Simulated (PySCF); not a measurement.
# Stretching CdO

Set-up: basis Cd def2-SVPD with ECP28, O def2-SVPD; scalar-relativistic core potentials; PySCF 2.14. Energies in eV from Cd + O in their ground configurations at the same level. State: ³Π (triplet), unpaired electrons σ ↑, π ↑.

All columns are r²SCAN0. A positive dipole means Cd(−)O(+).

```tsv
R (Å)	E (eV)	μ (D)	Mulliken charge on Cd (basis-dependent)	HOMO (eV)	LUMO (eV)	Mayer bond order	⟨S²⟩
1.828	-0.443	-2.18	0.62	-6.40	-3.19	0.60	2.01
1.913	-0.797	-2.50	0.58	-6.53	-2.96	0.62	2.01
1.998	-0.970	-2.78	0.55	-6.66	-3.09	0.63	2.02
2.062	-1.019	-2.97	0.53	-6.75	-3.19	0.63	2.02
2.126	-1.019	-3.11	0.52	-6.83	-3.27	0.63	2.02
2.190	-0.984	-3.22	0.50	-6.91	-3.35	0.62	2.03
2.275	-0.905	-3.30	0.47	-6.99	-3.44	0.61	2.03
2.381	-0.780	-3.29	0.43	-7.07	-3.52	0.58	2.04
2.509	-0.625	-3.13	0.37	-7.12	-3.59	0.53	2.04
2.679	-0.445	-2.74	0.29	-7.09	-3.66	0.45	2.04
```

A fit through these points gives, at Re = 2.093 Å, μ = -3.04 D and dμ/dR = -2.35 D/Å; the reduced mass is 14.03 u.

Question: How strong is the fundamental in the double-harmonic approximation, I = 42.26·(dμ/dR)²/μred km/mol?

Answer: I = 42.26·(-2.35)²/14.03 = 16.6 km/mol at r²SCAN0.

Spin–orbit coupling is left out. The state is the lowest determinant that a PBE0 search found; another state may lie lower at other levels.
